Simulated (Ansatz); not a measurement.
Stretching the Mg1–H2 bond in CH4Mg (SMILES [CH3][MgH]) (multiplicity 1 held, fragments rigid). Energies count from the point at 1.704 Å.
Geometry at that point (charge 0, multiplicity 1):
| atom | x (Å) | y (Å) | z (Å) |
|---|---|---|---|
| Mg | -0.7281 | -0.3887 | -0.1075 |
| H | -2.2191 | -1.1847 | -0.3276 |
| C | 1.0992 | 0.5868 | 0.1623 |
| H | 1.5719 | 0.3075 | 1.1086 |
| H | 0.9807 | 1.6744 | 0.1704 |
| H | 1.8086 | 0.3464 | -0.6351 |

Signs of static correlation in def2-TZVPPD, with CASSCF(2,2), from Ansatz (a program for electronic structure) runs.

| R (Å) | T1 of restricted CCSD | ⟨S²⟩ of UHF | largest double amplitude of restricted CCSD | weight of the CASSCF reference in MRCISD | CASSCF natural occupations |
|---|---|---|---|---|---|
| 1.364 | 0.009 | 0.000 | 0.023 | 0.919 | 1.98 0.02 |
| 1.534 | 0.009 | 0.000 | 0.024 | 0.919 | 1.97 0.03 |
| 1.704 | 0.009 | 0.000 | 0.024 | 0.918 | 1.97 0.03 |
| 1.875 | 0.010 | 0.000 | 0.026 | 0.919 | 1.96 0.04 |
| 2.045 | 0.010 | 0.000 | 0.030 | 0.919 | 1.95 0.05 |
| 2.301 | 0.013 | 0.000 | 0.051 | 0.919 | 1.92 0.08 |
| 2.557 | (withheld) | 0.266 | 0.087 | 0.919 | 1.89 0.11 |
| 2.983 | 0.029 | 0.708 | 0.179 | 0.920 | 1.79 0.21 |
| 3.409 | 0.050 | 0.888 | 0.305 | 0.921 | 1.64 0.36 |
| 3.920 | 0.085 | 0.970 | 0.502 | 0.921 | 1.43 0.57 |
| 4.602 | (withheld) | 1.001 | 0.786 | 0.922 | 1.21 0.79 |
| 5.454 | 0.156 | 1.008 | 1.026 | 0.922 | 1.08 0.92 |

### Question
Complete the blanks.

### Answer

- 2.557, T1 of restricted CCSD: 0.017
- 4.602, T1 of restricted CCSD: 0.128

Doubts at one or more of the structures used: a restricted determinant that unrestricted orbitals would lower (R-CCSD(T)/def2-TZVPPD); T1 above 0.05 (R-CCSD(T)/def2-TZVPPD, U-CCSD(T)/def2-TZVPPD); other coupled-cluster roots lie near (R-CCSD(T)/def2-TZVPPD); a spin-contaminated determinant (U-CCSD(T)/def2-TZVPPD).
